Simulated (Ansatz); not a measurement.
Geometry optimisation, RHF/cc-pVDZ in Ansatz.

Input:

```yaml
crystal:
  periodic: [false, false, false]
  atoms:
    - { symbol: Si, position_ang: [0.049746, -0.075181, 0.190547] }
    - { symbol: H, position_ang: [0.137515, -0.17569, 1.640209] }
    - { symbol: C, position_ang: [1.906141, -0.010404, 0.084075] }
    - { symbol: H, position_ang: [2.29554, -0.918587, 0.551922] }
    - { symbol: H, position_ang: [2.367505, 0.081067, -0.905237] }
    - { symbol: H, position_ang: [2.241994, 0.842947, 0.682638] }
    - { symbol: C, position_ang: [-0.786409, 1.503607, -0.41783] }
    - { symbol: H, position_ang: [-1.860582, 1.48413, -0.214455] }
    - { symbol: H, position_ang: [-0.361857, 2.388593, 0.06504] }
    - { symbol: H, position_ang: [-0.650358, 1.616525, -1.498095] }
    - { symbol: "N", position_ang: [-0.664908, -1.527587, -0.463651] }
    - { symbol: C, position_ang: [-1.647622, -2.322264, 0.239588] }
    - { symbol: H, position_ang: [-1.606971, -2.112253, 1.309023] }
    - { symbol: H, position_ang: [-2.673989, -2.127354, -0.102685] }
    - { symbol: H, position_ang: [-1.454279, -3.392305, 0.105724] }
    - { symbol: C, position_ang: [-0.63561, -1.775344, -1.887777] }
    - { symbol: H, position_ang: [-1.58052, -1.513027, -2.384645] }
    - { symbol: H, position_ang: [0.158782, -1.198382, -2.366593] }
    - { symbol: H, position_ang: [-0.435518, -2.83249, -2.096198] }
basis:
  gaussian: { orbitals: cc-pVDZ }
hamiltonian:
  xc: hf
relax:
  f_tol: 0.03
  max_steps: 50
output:
  orbitals: {}
```

Launched with:

```bash
$ ansatz run input.yaml --threads 4 --pin off --max-ram 5120MiB --backend cpu --events-out ev --progress --plain --runs-dir out
```

Problem. Where does it end, and by what steps?

Solution. The run converged. The force dipped under the threshold on the way, but the program's further checks kept it going. After 12 steps the energy has fallen by 0.311 eV; H18 moved furthest, 0.51 Å.

```
step  energy less start (eV)  largest force component (eV/Å)  accepted
   0                  0.0000                           1.154       yes
   1                 -0.2220                           0.395       yes
   2                 -0.2808                           0.237       yes
   3                 -0.2965                           0.351       yes
   4                 -0.2994                           0.419       yes
   5                 -0.3073                           0.077       yes
   6                 -0.3083                           0.037       yes
   7                 -0.3089                           0.034       yes
   8                 -0.3095                           0.050       yes
   9                 -0.3101                           0.030       yes
  10                 -0.3107                           0.015       yes
  11                 -0.3109                           0.025       yes
  12                 -0.3110                           0.027       yes
```

```xyz
19
Properties=species:S:1:pos:R:3
Si 0.071 -0.111 0.302
H -0.080 -0.259 1.778
C 1.903 0.041 -0.138
H 2.443 -0.878 0.104
H 2.057 0.260 -1.199
H 2.351 0.860 0.433
C -0.829 1.471 -0.226
H -1.890 1.427 0.037
H -0.398 2.349 0.266
H -0.757 1.626 -1.308
N -0.600 -1.572 -0.395
C -1.785 -2.183 0.168
H -1.884 -1.930 1.225
H -2.708 -1.869 -0.341
H -1.727 -3.275 0.096
C -0.390 -1.927 -1.781
H -1.213 -1.598 -2.433
H 0.532 -1.485 -2.164
H -0.299 -3.013 -1.892
```

Time of the run: 26 s on 4 threads of Arm Neoverse V2, on a shared host, peak memory 0.43 GiB.
